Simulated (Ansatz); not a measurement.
System: C3H9ClGe, charge 0, multiplicity 1. 
Geometry from a B3LYP-D3(BJ)/def2-TZVP (Ansatz, an electronic-structure program) optimisation:
```xyz
14

C     -0.7630     1.5443    -1.1209
Ge    -0.0561    -0.0714    -0.2732
C      1.6490    -0.6428    -1.0446
C     -1.3708    -1.5186    -0.1955
Cl     0.3730     0.4748     1.8163
H     -0.9988     1.3429    -2.1672
H     -1.6689     1.8681    -0.6102
H     -0.0258     2.3446    -1.0722
H      2.0411    -1.4961    -0.4927
H      1.5078    -0.9300    -2.0878
H      2.3718     0.1704    -0.9963
H     -1.6304    -1.8401    -1.2054
H     -2.2731    -1.1766     0.3097
H     -0.9607    -2.3666     0.3513
```
Charge 0, spin multiplicity 1.

Total electronic energies in hartree. Valence correlation only, unless marked. No spin-orbit coupling. The frozen core is the preceding noble-gas configuration, with the filled d and f shells of earlier blocks. No relativistic terms. CBS(X,Y): correlation extrapolated as X^-3; Hartree-Fock from the larger set.

| level | program | energy (Eh) |
|---|---|---|
| HF/def2-QZVPPD | Ansatz | -2653.90881 |
| PBE/def2-TZVPD | Ansatz | -2656.39203 |
| BLYP-D4/def2-TZVPD | Ansatz + dftd4 | -2657.06760 |
| revPBE-D4/def2-TZVPD | Ansatz + dftd4 | -2656.82152 |
| r2SCAN/def2-TZVPD | Ansatz | -2656.96022 |
| r2SCAN-D4/def2-TZVPD | Ansatz + dftd4 | -2656.96324 |
| B3LYP/def2-TZVPD | Ansatz | -2657.14507 |
| PBE0/def2-QZVPP | Ansatz | -2656.57886 |
| BHLYP/def2-TZVPD | Ansatz | -2656.97575 |
| wB97X-V/def2-TZVPD | Ansatz | -2656.78679 |
| wB97X/def2-TZVPD | Ansatz | -2657.08992 |
| PBE-QIDH/def2-TZVPD | Ansatz | -2656.03170 |
| MP2/STO-3G | Ansatz | -2624.11621 |
| MP2/6-31G | Ansatz | -2653.73654 |
| MP2/def2-SVP | Ansatz | -2653.95745 |
| RI-MP2/def2-TZVPP | Ansatz | -2654.69306 |
| SCS-MP2/def2-TZVPP | Ansatz | -2654.69953 |
| CCSD/6-31G | Ansatz | -2653.79195 |
| CCSD/def2-SVP | Ansatz | -2654.02555 |
| CCSD(T)/def2-TZVPPD | Ansatz | -2654.79977 |
| CCSD(T)/def2-QZVPP | Ansatz | -2654.90974 |
| CCSD(T)/CBS(def2-TZVPP,def2-QZVPP) | Ansatz | -2654.9511 |
| CCSD(T)/CBS(def2-TZVPPD,def2-QZVPPD) | Ansatz | -2654.9491 |

Totals of different functionals don't rank their quality; only differences between species are comparable.
